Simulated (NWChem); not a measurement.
System: C$_{3}$H$_{4}$BNO; SMILES OB1C=CN=C1

NWChem printed, in part:

```
             Northwest Computational Chemistry Package (NWChem) 7.3.0
             --------------------------------------------------------

                             Geometry "geometry" -> ""
                             -------------------------

 Output coordinates in angstroms (scale by  1.889725989 to convert to a.u.)

  No.       Tag          Charge          X              Y              Z
 ---- ---------------- ---------- -------------- -------------- --------------
    1 O                    8.0000     0.02590600    -2.14435600     0.00000000
    2 B                    5.0000     0.02943800    -0.79328400     0.00000000
    3 C                    6.0000     1.26085100     0.16672200     0.00000000
    4 C                    6.0000     0.71327200     1.39298800     0.00000000
    5 N                    7.0000    -0.75650500     1.45795500     0.00000000
    6 C                    6.0000    -1.20561900     0.25220200     0.00000000
    7 H                    1.0000    -0.86804600    -2.51924800     0.00000000
    8 H                    1.0000     2.32800800    -0.02113800     0.00000000
    9 H                    1.0000     1.21876100     2.35488800     0.00000000
   10 H                    1.0000    -2.28840500     0.10425800     0.00000000

 Effective nuclear repulsion energy (a.u.)     193.5302364441

                              NWChem Property Module
                              ----------------------

  itol2e modified to match energy
  convergence criterion.

                                 NWChem DFT Module
                                 -----------------

 Summary of "ao basis" -> "ao basis" (spherical)
 ------------------------------------------------------------------------------
       Tag                 Description            Shells   Functions and Types
 ---------------- ------------------------------  ------  ---------------------
 O                          pcsseg-1                 7       17   3s3p1d
 B                          pcsseg-1                 7       17   3s3p1d
 C                          pcsseg-1                 7       17   3s3p1d
 N                          pcsseg-1                 7       17   3s3p1d
 H                          pcsseg-1                 3        5   2s1p

  itol2e modified to match energy
  convergence criterion.

            General Information
            -------------------
          SCF calculation type: DFT
          Wavefunction type:  closed shell.
          No. of atoms     :    10
          No. of electrons :    42
           Alpha electrons :    21
            Beta electrons :    21
          Charge           :     0
          Spin multiplicity:     1
          Use of symmetry is: off; symmetry adaption is: off
          Maximum number of iterations: 150
          AO basis - number of functions:   122
                     number of shells:    54
          Convergence on energy requested:  1.00D-07
          Convergence on density requested:  1.00D-05
          Convergence on gradient requested:  5.00D-04

              XC Information
              --------------
                         PBE0 Method XC Functional
                     Hartree-Fock (Exact) Exchange  0.250
          PerdewBurkeErnzerhof Exchange Functional  0.750
            Perdew 1991 LDA Correlation Functional  1.000 local
           PerdewBurkeErnz. Correlation Functional  1.000 non-local

             Grid Information
             ----------------
          Grid used for XC integration:  fine
          Radial quadrature: Mura-Knowles
          Angular quadrature: Lebedev.
          Tag              B.-S. Rad. Rad. Pts. Rad. Cut. Ang. Pts.
          ---              ---------- --------- --------- ---------
          O                   0.60       70          12.0       590
          B                   0.85       70          11.0       590
          C                   0.70       70          12.0       590
          N                   0.65       70          11.0       590
          H                   0.35       60          13.0       590
          Grid pruning is: on
          Number of quadrature shells:   660
          Spatial weights used:  Erf1

      Superposition of Atomic Density Guess
      -------------------------------------

 Sum of atomic energies:        -268.51066134

      Non-variational initial energy
      ------------------------------

 Total energy =    -271.802350
 1-e energy   =    -745.874285
 2-e energy   =     280.541698
 HOMO         =      -0.293180
 LUMO         =      -0.126064

   convergence    iter        energy       DeltaE   RMS-Dens  Diis-err
 ---------------- ----- ----------------- --------- --------- ---------
 d= 0,ls=0.0,diis     1   -271.1004561775 -4.65D+02  8.41D-03  8.47D-01
 d= 0,ls=0.0,diis     2   -271.0503890718  5.01D-02  5.25D-03  1.44D+00
 d= 0,ls=0.0,diis     3   -271.1938049466 -1.43D-01  1.06D-03  6.79D-02
 d= 0,ls=0.0,diis     4   -271.2002803330 -6.48D-03  4.22D-04  5.33D-03
 d= 0,ls=0.0,diis     5   -271.2006383261 -3.58D-04  2.14D-04  1.78D-03
  Resetting Diis
 d= 0,ls=0.0,diis     6   -271.2008480457 -2.10D-04  4.08D-05  4.41D-05
 d= 0,ls=0.0,diis     7   -271.2008538405 -5.79D-06  1.75D-05  3.36D-06
 d= 0,ls=0.0,diis     8   -271.2008536003  2.40D-07  1.06D-05  5.46D-06
 d= 0,ls=0.0,diis     9   -271.2008542399 -6.40D-07  1.84D-06  2.63D-07
 d= 0,ls=0.0,diis    10   -271.2008542665 -2.67D-08  9.33D-07  1.69D-08

         Total DFT energy =     -271.200854266547
      One electron energy =     -750.706976485783
           Coulomb energy =      322.960876913766
    Exchange-Corr. energy =      -36.984991138622
 Nuclear repulsion energy =      193.530236444091

 Numeric. integr. density =       41.999993468892

                       DFT Final Molecular Orbital Analysis
                       ------------------------------------

 Vector   19  Occ=2.000000D+00  E=-3.534897D-01
              MO Center=  5.2D-01,  1.5D-01,  1.7D-10, r^2= 3.0D+00
   Bfn.  Coefficient  Atom+Function         Bfn.  Coefficient  Atom+Function
  ----- ------------  ---------------      ----- ------------  ---------------
    41      0.222476   3 C  px              108      0.208837   8 H  s
    24     -0.189465   2 B  px               75      0.171470   5 N  px
    42      0.168839   3 C  py               44      0.164116   3 C  px
   113     -0.161085   9 H  s                88      0.158263   6 C  s
    37     -0.154802   3 C  s                19     -0.142596   2 B  s

 Vector   20  Occ=2.000000D+00  E=-2.713601D-01
              MO Center= -6.9D-01,  9.6D-01, -1.2D-09, r^2= 2.4D+00
   Bfn.  Coefficient  Atom+Function         Bfn.  Coefficient  Atom+Function
  ----- ------------  ---------------      ----- ------------  ---------------
    79      0.318808   5 N  py               76      0.288569   5 N  py
    71      0.207706   5 N  s                78     -0.196755   5 N  px
    75     -0.184313   5 N  px               20      0.176858   2 B  s
    93     -0.168798   6 C  py              118     -0.164348  10 H  s
    70      0.159131   5 N  s                24     -0.154018   2 B  px

[...]

          -----------------------------------------
          Chemical Shielding Tensors (GIAO, in ppm)
          -----------------------------------------

                                NWChem CPHF Module
                                ------------------

  scftype          =     RHF
  nclosed          =       21
  nopen            =        0
  variables        =     2121
  # of vectors     =        3
  tolerance        = 0.10D-03
  level shift      = 0.00D+00
  max iterations   =       50
  max subspace     =       30

 SCF residual:    1.1795093980800990E-004

Iterative solution of linear equations
  No. of variables     2121
  No. of equations        3
  Maximum subspace       30
        Iterations       50
       Convergence  1.0D-04

   iter   nsub   residual    time
   ----  ------  --------  ---------
     1      3    1.13D+00      87.8
     2      6    1.90D-01      94.3
     3      9    1.50D-02     101.4
     4     12    1.36D-03     108.9
     5     15    1.18D-04     116.2
     6     18    8.29D-06     122.4

      Atom:    1  O
        Diamagnetic
    387.5676      8.8365      0.0000
      8.8365    402.5389     -0.0000
      0.0000     -0.0000    372.4398

        Paramagnetic
   -335.5426    -30.9629      0.0000
    -30.9629   -249.6202      0.0000
      0.0000      0.0000    -62.9356

        Total Shielding Tensor
     52.0250    -22.1264      0.0000
    -22.1264    152.9187      0.0000
      0.0000      0.0000    309.5042

           isotropic =     171.4826
          anisotropy =     207.0323

          Principal Components and Axis System
                 1           2           3
              309.5042    157.5579     47.3858

      1         0.0000     -0.2052      0.9787
      2         0.0000      0.9787      0.2052
      3         1.0000     -0.0000     -0.0000

      Atom:    2  B
        Diamagnetic
    196.0013     -0.5374     -0.0000
     -0.5374    200.8425     -0.0000
     -0.0000     -0.0000    171.3750

        Paramagnetic
   -144.0800     20.0471      0.0000
     20.0471   -152.2424      0.0000
      0.0000      0.0000    -97.7269

        Total Shielding Tensor
     51.9213     19.5097      0.0000
     19.5097     48.6001      0.0000
      0.0000      0.0000     73.6481

           isotropic =      58.0565
          anisotropy =      23.3874

          Principal Components and Axis System
                 1           2           3
               73.6481     69.8409     30.6805

      1         0.0000      0.7365     -0.6765
      2         0.0000      0.6765      0.7365
      3         1.0000     -0.0000     -0.0000

      Atom:    3  C
        Diamagnetic
    259.8887     -2.4132     -0.0000
     -2.4132    266.1000     -0.0000
     -0.0000     -0.0000    238.2993

        Paramagnetic
   -301.1874    -19.4488      0.0000
    -19.4488   -189.0599      0.0000
      0.0000      0.0000    -63.8186

        Total Shielding Tensor
    -41.2987    -21.8621      0.0000
    -21.8621     77.0402      0.0000
      0.0000      0.0000    174.4807

           isotropic =      70.0741
          anisotropy =     156.6100

          Principal Components and Axis System
                 1           2           3
              174.4807     80.9498    -45.2084

      1         0.0000     -0.1760      0.9844
      2         0.0000      0.9844      0.1760
      3         1.0000     -0.0000     -0.0000

      Atom:    4  C
        Diamagnetic
    266.6386     -6.3548     -0.0000
     -6.3548    257.8888     -0.0000
     -0.0000     -0.0000    237.8372

        Paramagnetic
   -365.3636    -46.8236      0.0000
    -46.8236   -245.4022      0.0000
      0.0000      0.0000   -142.4704

        Total Shielding Tensor
    -98.7250    -53.1785      0.0000
    -53.1785     12.4866      0.0000
      0.0000      0.0000     95.3668

           isotropic =       3.0428
          anisotropy =    -184.6549

          Principal Components and Axis System
                 1           2           3
             -120.0605     95.3668     33.8220

      1         0.9281      0.0000     -0.3724
      2         0.3724     -0.0000      0.9281
      3        -0.0000      1.0000      0.0000

      Atom:    5  N
        Diamagnetic
    339.4064     13.1907      0.0000
     13.1907    324.1558      0.0000
      0.0000      0.0000    314.1532

        Paramagnetic
   -939.4531   -166.3492     -0.0000
   -166.3492   -562.2182     -0.0000
     -0.0000     -0.0000    -94.1162

        Total Shielding Tensor
   -600.0468   -153.1586     -0.0000
   -153.1586   -238.0623     -0.0000
     -0.0000     -0.0000    220.0370

           isotropic =    -206.0240
          anisotropy =    -675.1936

          Principal Components and Axis System
                 1           2           3
             -656.1531    220.0370   -181.9560

      1         0.9390     -0.0000     -0.3440
      2         0.3440     -0.0000      0.9390
      3         0.0000      1.0000     -0.0000

      Atom:    6  C
        Diamagnetic
    259.4370      1.3676     -0.0000
      1.3676    267.4030      0.0000
     -0.0000      0.0000    239.2385

        Paramagnetic
   -399.8168      3.8334     -0.0000
      3.8334   -251.6346      0.0000
     -0.0000      0.0000   -116.2757

        Total Shielding Tensor
   -140.3799      5.2010     -0.0000
      5.2010     15.7684      0.0000
     -0.0000      0.0000    122.9628

           isotropic =      -0.5496
          anisotropy =    -210.0050

          Principal Components and Axis System
                 1           2           3
             -140.5529    122.9628     15.9414

      1         0.9994     -0.0000      0.0333
      2        -0.0333      0.0000      0.9994
      3         0.0000      1.0000     -0.0000

      Atom:    7  H
        Diamagnetic
     36.9085      9.7654      0.0000
      9.7654     31.1522     -0.0000
      0.0000     -0.0000     18.5086

        Paramagnetic
     -7.1850     -4.6660      0.0000
     -4.6660     -4.5709     -0.0000
      0.0000     -0.0000      2.5410

        Total Shielding Tensor
     29.7236      5.0994      0.0000
      5.0994     26.5813     -0.0000
      0.0000     -0.0000     21.0496

           isotropic =      25.7848
          anisotropy =      11.5553

          Principal Components and Axis System
                 1           2           3
               33.4884     22.8165     21.0496

      1         0.8045     -0.5940     -0.0000
      2         0.5940      0.8045      0.0000
      3        -0.0000     -0.0000      1.0000

      Atom:    8  H
        Diamagnetic
     42.2981     -3.5884     -0.0000
     -3.5884     26.8353     -0.0000
     -0.0000     -0.0000     22.9196

        Paramagnetic
    -18.5211      3.1278      0.0000
      3.1278      0.7913     -0.0000
      0.0000     -0.0000      4.2460

        Total Shielding Tensor
     23.7770     -0.4606      0.0000
     -0.4606     27.6266     -0.0000
      0.0000     -0.0000     27.1656

           isotropic =      26.1897
          anisotropy =       2.2368

          Principal Components and Axis System
                 1           2           3
               27.6809     27.1656     23.7227

      1        -0.1172     -0.0000      0.9931
      2         0.9931      0.0000      0.1172
      3        -0.0000      1.0000     -0.0000

      Atom:    9  H
        Diamagnetic
     31.1527      6.9422     -0.0000
      6.9422     37.3899     -0.0000
     -0.0000     -0.0000     23.2668

        Paramagnetic
    -10.1738    -10.9119     -0.0000
    -10.9119    -12.4726      0.0000
     -0.0000      0.0000      1.1642

        Total Shielding Tensor
     20.9789     -3.9698     -0.0000
     -3.9698     24.9173      0.0000
     -0.0000      0.0000     24.4310

           isotropic =      23.4424
          anisotropy =       5.9056

          Principal Components and Axis System
                 1           2           3
               27.3795     24.4310     18.5168

      1        -0.5271      0.0000      0.8498
      2         0.8498     -0.0000      0.5271
      3         0.0000      1.0000      0.0000

      Atom:   10  H
        Diamagnetic
     42.4483      3.4135     -0.0000
      3.4135     26.6824      0.0000
     -0.0000      0.0000     22.2119

        Paramagnetic
    -23.5090     -4.9462     -0.0000
     -4.9462     -0.9998     -0.0000
     -0.0000     -0.0000      3.1201

        Total Shielding Tensor
     18.9393     -1.5327     -0.0000
     -1.5327     25.6826      0.0000
     -0.0000      0.0000     25.3321

           isotropic =      23.3180
          anisotropy =       4.0450

          Principal Components and Axis System
                 1           2           3
               26.0146     25.3321     18.6073

      1        -0.2117     -0.0000      0.9773
      2         0.9773     -0.0000      0.2117
      3         0.0000      1.0000      0.0000
```

Level: PBE0/pcSseg-1, GIAO. Structure relaxed at the B3LYP/6-31G* (spherical d) level. The printed shielding anisotropy is the first printed principal value minus the mean of the other two.

Problem. Reconstruct the input file.

Solution. This is not unique; one that fits is the input that was run:
```
start job
memory heap 200 mb stack 900 mb global 1100 mb
geometry units angstroms noautosym nocenter noautoz
  O      0.025906    -2.144356     0.000000
  B      0.029438    -0.793284     0.000000
  C      1.260851     0.166722     0.000000
  C      0.713272     1.392988     0.000000
  N     -0.756505     1.457955     0.000000
  C     -1.205619     0.252202     0.000000
  H     -0.868046    -2.519248     0.000000
  H      2.328008    -0.021138     0.000000
  H      1.218761     2.354888     0.000000
  H     -2.288405     0.104258     0.000000
end
basis spherical
  * library pcsseg-1
end
dft
  xc pbe0
  iterations 150
end
property
  shielding
end
task dft property
```
